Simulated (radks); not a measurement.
Results of a calculation; reference values are marked as such.
Problem. Se3+, configuration [Ar] 3d10 4s2 4p1. Level of theory: Dirac Kohn-Sham, PBE, spin-unpolarised, spherical densities, finite nucleus; open shells are shared between the two j in proportion to 2j + 1; Fermi nuclear charge, rms radius 4.14 fm (a radial shooting solver on a logarithmic mesh with Libxc functionals).

Spin-orbit splittings of the eigenvalues, e(l+1/2) - e(l-1/2), with zeta = 2 splitting/(2l+1) and mean radii in bohr:

shell  occ.  splitting (eV)  zeta (eV)  <r> j=l-1/2  <r> j=l+1/2
2p        6           41.77      27.85       0.1685       0.1723
3p        6               ?          ?       0.5819       0.5923
3d       10          0.9006     0.3602       0.6239       0.6281
4p        1          0.5921     0.3947        1.865        1.892

Estimate the 3p splitting.

Solution. 5.881 eV (zeta = 3.921 eV).
